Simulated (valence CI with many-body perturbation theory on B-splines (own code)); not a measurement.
# Questions on La²⁴⁺

Computed by relativistic CI+MBPT: five valence electrons over a frozen Dirac-Fock core [Ar] 3d10, a basis of 9 s, 9 p, 8 d, 6 f, 3 g, 1 h functions for each j, with the one-electron correlation potential Σ1, the two-electron term Σ2, the three-electron term Σ3, Breit, model QED; selected CI, second order for the rest, scaled by the run's own slope (own B-spline code, finite nucleus).

No measured levels were compared; by estimate levels hold to about 250 cm⁻¹ or 0.2 % of their energy and the worst to 1 %, as in measured heavy ions of charge 2 to 7; those with d or f electrons hold less well. Among the levels kept, up to 940 cm⁻¹ of a level comes from second order outside the variational space, and about a tenth of that is noise between levels of different J, which matters for small intervals.

Levels are named by their leading jj configuration (3d3/2^4 stands for four electrons in 3d with j = 3/2), which in mixed levels can hold well under half, so a name can repeat and another be missing.

Rates and lifetimes use the calculated energies. Strong lines usually hold to 10 to 20 %, long lifetimes can be off by a factor of two.

(1) What is the ground level?

(2) Where does the other parity begin?

(3) Name the longest-lived excited levels whose lifetime is computed, and their main decay.

(4) Among levels below 1185900 cm⁻¹, which E1 lines absorb most strongly from the ground level?

(5) What is the ionisation energy?

(6) How well does LS coupling describe the low levels?

(7) What are the static dipole polarisabilities of the lowest levels?

Results:

(1) (4s^2 4p1/2^2 4p3/2) J=3/2, composition 40 % 4s2 4p3 2P° + 36 % 4s2 4p3 4S° + 22 % 4s2 4p3 2D°, g = 1.456.

(2) At (4s 4p1/2^2 4p3/2^2) J=5/2, 607000 cm⁻¹.

(3) (4s^2 4p1/2 4p3/2^2) J=5/2 at 180620 cm⁻¹ lives 65.4 μs, mostly by M1 to (4s^2 4p1/2^2 4p3/2) J=3/2; (4s^2 4p1/2 4p3/2^2) J=1/2 at 217140 cm⁻¹ lives 13.2 μs, mostly by M1 to (4s^2 4p1/2^2 4p3/2) J=3/2; (4s^2 4p1/2 4p3/2^2) J=3/2 at 152340 cm⁻¹ lives 13.2 μs, mostly by M1 to (4s^2 4p1/2^2 4p3/2) J=3/2. The lifetime of (4s^2 4p1/2 4p3/2 4d5/2) J=9/2 is too uncertain to give, and may be longer.

(4) to (4s^2 4p1/2 4p3/2 4d3/2) J=5/2 at 9.721 nm, f = 0.633; to (4s^2 4p1/2 4p3/2 4d3/2) J=3/2 at 9.647 nm, f = 0.374; to (4s^2 4p1/2 4p3/2 4d3/2) J=1/2 at 9.660 nm, f = 0.262.

(5) 807.93 eV; NIST lists 806 ± 4 eV (theoretical).

(6) Among the lowest 20 levels the leading LS term, summed over configurations, holds 57 % on average. For single configurations the figures are 52 % in LS and 79 % in jj coupling. Terms mix most in the J = 5/2 level at 833320 cm⁻¹, where the leading one holds 29 %.

(7) (4s^2 4p1/2^2 4p3/2) J=3/2 0.154 (tensor 0.0090); (4s^2 4p1/2 4p3/2^2) J=3/2 0.164 (tensor 0.0036); (4s^2 4p1/2 4p3/2^2) J=5/2 0.163; (4s^2 4p1/2 4p3/2^2) J=1/2 0.162 bohr³, of which the core gives 0.00853.
